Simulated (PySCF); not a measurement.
Electrostatic potential from atomic charges

Species: `C#CC1=CS[Si@H](F)CC1`. Coordinates (GFN2-xTB, Å) and charges (e) from the PBE0/pcSseg-1 density (PySCF):

```
atom       x       y       z  Mulliken      IAO  Hirshfeld  ESP-fitted
  C1   3.453   0.160  -0.170   -0.3543  -0.2422    -0.1113     -0.3423
  C2   2.289  -0.140  -0.159   +0.4040  -0.0259    -0.0444     -0.1601
  C3   0.909  -0.444  -0.166   -0.3713  -0.0296    +0.0008     +0.2091
  C4   0.479  -1.530   0.486   -0.1464  -0.2553    -0.0557     -0.3274
  S5  -1.186  -2.081   0.603   -0.1907  -0.1148    -0.0547     -0.1923
 Si6  -2.226  -0.205   0.672   +1.0199  +1.1371    +0.4221     +0.6778
  F7  -3.497  -0.335  -0.310   -0.4123  -0.5324    -0.2039     -0.2799
  C8  -1.055   1.119   0.000   -0.5404  -0.5673    -0.1570     -0.4822
  C9   0.010   0.500  -0.917   -0.1213  -0.2524    -0.0626     +0.0475
 H10   4.473   0.402  -0.178   +0.0463  +0.2040    +0.0920     +0.2868
 H11   1.169  -2.198   0.976   +0.1374  +0.1809    +0.0546     +0.2506
 H12  -2.774   0.017   1.993   -0.0896  -0.1382    -0.0702     -0.1058
 H13  -1.623   1.862  -0.561   +0.1615  +0.1656    +0.0525     +0.1538
 H14  -0.557   1.649   0.813   +0.1588  +0.1600    +0.0446     +0.1489
 H15  -0.486  -0.053  -1.722   +0.1619  +0.1514    +0.0446     +0.0408
 H16   0.614   1.288  -1.373   +0.1365  +0.1590    +0.0487     +0.0748
```

Points outside the species (Å): A (-3.3, 3.1, 4.4); B (-8.0, -2.5, 0.7); C (-3.0, 7.1, 4.6); D (7.3, 0.3, 2.4).

Question: Find the potential V = 14.3996 V·Å × Σ q/r of each set of charges at these points.

Answer: In volts:

| point | nearest atom | distance (Å) | Mulliken | IAO | Hirshfeld | ESP-fitted |
| --- | --- | --- | --- | --- | --- | --- |
| A | H12 | 3.95 | +0.343 | +0.244 | +0.084 | +0.123 |
| B | F7 | 5.10 | -0.004 | -0.121 | -0.052 | -0.114 |
| C | H14 | 7.07 | +0.133 | +0.085 | +0.035 | +0.067 |
| D | H10 | 3.83 | -0.181 | +0.076 | +0.021 | +0.107 |

Question: How far are the other sets from the ESP-fitted one at these points?

Answer: Root-mean-square difference: Hirshfeld 0.059 V, IAO 0.063 V, Mulliken 0.192 V. The ESP scheme is a least-squares fit of atom-centred charges to the potential on four shells outside the van der Waals surface, with the total charge fixed.

Question: What energy would a point charge of +3 e have at A in the field of the ESP charges, leaving out polarisation?

Answer: +0.369 eV = +35.7 kJ/mol, a repulsion.

Isolated species at its GFN2-xTB geometry (one conformer only).
